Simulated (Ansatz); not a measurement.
Ansatz (a quantum-chemistry and plane-wave program) input (CCSD(T)/STO-3G):

Ansatz 0.2 input:
```yaml
crystal:
  periodic: [false, false, false]
  atoms:
    - {symbol: Si, position_ang: [-0.84594189, -0.04179823, -0.60362083]}
    - {symbol: C, position_ang: [-1.90281251, 1.50254028, -0.56860494]}
    - {symbol: C, position_ang: [-1.28464556, -1.20342027, 0.79544500]}
    - {symbol: N, position_ang: [0.83605910, 0.36552096, -0.44728110]}
    - {symbol: Si, position_ang: [2.02532930, -0.27347556, 0.62965517]}
    - {symbol: H, position_ang: [-1.09305362, -0.72843521, -1.90167257]}
    - {symbol: H, position_ang: [-2.95814483, 1.25711603, -0.71113133]}
    - {symbol: H, position_ang: [-1.61590984, 2.19512818, -1.36361771]}
    - {symbol: H, position_ang: [-1.79867876, 2.02497404, 0.38489144]}
    - {symbol: H, position_ang: [-2.33158829, -1.50460272, 0.71783994]}
    - {symbol: H, position_ang: [-0.67876209, -2.11165231, 0.77306863]}
    - {symbol: H, position_ang: [-1.14533580, -0.72640365, 1.76793715]}
    - {symbol: H, position_ang: [1.19557818, 1.02670418, -1.12151362]}
    - {symbol: H, position_ang: [2.22386888, -1.73509808, 0.45905444]}
    - {symbol: H, position_ang: [3.30615324, 0.41777764, 0.35052947]}
    - {symbol: H, position_ang: [1.65678392, -0.05504188, 2.05006079]}
basis:
  gaussian:
    orbitals: STO-3G
magnetization: {spin_polarized: false}
correlation: {method: ccsd_t, electrons: outside_noble_gas}
```

Output:

```
Functional definition: HF
integrals: 0.01 GiB planned
557 factors; integrals over basis functions are off by at most 3.3e-5 eV
0.14 GiB of device memory are held for the factors and their scratch space
mean field: 0.17 GiB planned
mean field evaluation 1: about -19216.3593 eV, gradient 1.9e1 eV
mean field evaluation 2: about -19216.5046 eV, gradient 1.9e1 eV
mean field evaluation 4: about -19217.7794 eV, gradient 1.4e0 eV
mean field evaluation 8: about -19217.7866 eV, gradient 1.3e-6 eV
mean field -19217.78664234 eV, -706.2406328223 hartree, gradient 1.0e-6 eV, S^2 0.000000; 0 other end points of the search recorded, 0 dependent functions left out
13 core orbitals not correlated
reference -19217.78664234 eV, -706.2406328223 hartree; 16, 16 occupied and 15, 15 virtual orbitals, 557 factors
second order -6.19110359 eV of doubles, -0.00000000 eV of singles
coupled cluster: 0.11 GiB planned
cycle   1  -7.52791560 eV  change    -1.3e0 eV  update   9.0e-2
cycle   2  -8.15898416 eV  change   -6.3e-1 eV  update   3.2e-2
cycle   3  -8.21234170 eV  change   -5.3e-2 eV  update   6.3e-3
cycle   4  -8.21842832 eV  change   -6.1e-3 eV  update   1.9e-3
cycle   5  -8.21908115 eV  change   -6.5e-4 eV  update   4.4e-4
cycle   6  -8.21910847 eV  change   -2.7e-5 eV  update   9.3e-5
cycle   7  -8.21909134 eV  change    1.7e-5 eV  update   2.2e-5
perturbative correction -0.08223570 eV, -0.0030221062 hartree
Total energy: -19226.08796938 eV, -706.5457009642 hartree
```
